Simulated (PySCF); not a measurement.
Consider `CC(=O)C(F)(F)F` (C3H3F3O). Optimised structure (Å), atoms numbered from 1:
```
C     1.2291    0.1557   -0.4459
C     0.1866    0.1710    0.6280
O     0.3731    0.4471    1.7794
C    -1.2369   -0.2129    0.1614
F    -1.2266   -1.4488   -0.3488
F    -2.1069   -0.1700    1.1493
F    -1.6391    0.6226   -0.8018
H     2.1970    0.4478   -0.0222
H     1.2941   -0.8505   -0.8880
H     0.9428    0.8436   -1.2563
```

These are calculated values, ωB97X-D3(BJ)/ma-def2-TZVP in PySCF (grid level 2) at geometries from PBE0-D3(BJ)/def2-SVP. Thermal corrections: PBE0-D3(BJ)/def2-SVP frequencies, unscaled, ideal gas at 298.15 K and 1 bar, quasi-RRHO entropy.

Problem. What are the vertical and the adiabatic ionisation energy for forming the radical cation?

Solution. 10.90 eV vertical and 10.54 eV adiabatic, the latter with zero-point energy.

Problem. Where does the unpaired spin of the relaxed radical cation sit?

Solution. O3 (carbonyl oxygen) 0.58, C4 (carbon α to the carbonyl-type group) 0.19, C1 (carbon α to the carbonyl-type group) 0.11 (intrinsic atomic orbital populations).

Problem. What oxidation potential follows in dichloromethane (IEF-PCM), given that Fc+/Fc comes at 4.70 V absolute with this functional and basis?

Solution. In the gas phase ΔG of oxidation is 10.481 eV, and solvation is -16.5 kJ/mol for the parent and -229.6 kJ/mol for the product, so the absolute potential is 8.27 V, or 3.57 V against Fc+/Fc. Fc+/Fc in dichloromethane, 4.70 V, is ωB97X-D3(BJ)/ma-def2-TZVP on PBE0-D3(BJ)/def2-SVP structures with GFN2-xTB thermal terms. Benchmark calculations put it near 5.0 V in acetonitrile and DMSO, so it is about 0.3 V low, and the value against it can read up to that much too high. The solvent is electrostatics only, on gas-phase structures; the absolute scale refers to an electron at rest in vacuum.

Problem. How far is −ε(HOMO) from the vertical value by ΔSCF?

Solution. −ε(HOMO) = 10.90 eV, which is 0.00 eV above the ΔSCF value.
